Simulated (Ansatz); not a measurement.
Computed with Ansatz on PBE0-D4/def2-TZVP structures; ΔE is electronic, products minus reactants. CCSD(T)/CBS is the MP2 limit (def2-TZVPP, def2-QZVPP) plus CCSD(T) − MP2 in def2-TZVPP, frozen cores. This one scheme is used for every species. Functionals use def2-TZVPP. One conformer a species, not always the lowest.

`C=C[Si](O)(O)O` + H–F → `O[Si](O)(O)F` + `C=C`  (ligand exchange at the Si–C bond)

| level | ΔE (eV) |
| --- | --- |
| LDA (SPW92) | -1.47 |
| HF/def2-SVP | -1.71 |

Q: What does CCSD(T)/CBS give? (An estimate is asked.)

A: The calculation gave: -1.55 eV. The listed levels differ from it by 0.08, -0.16 eV.

Largest T1 diagnostic among the species: 0.012.

In def2-TZVPP, CCSD(T) changes the Hartree–Fock value by +0.31 eV (the triples alone add +0.05 eV) and MP2 by +0.33 eV. From PBE to PBE0 (25 % exact exchange), in def2-TZVPP and without D4, ΔE moves by −0.05 eV.
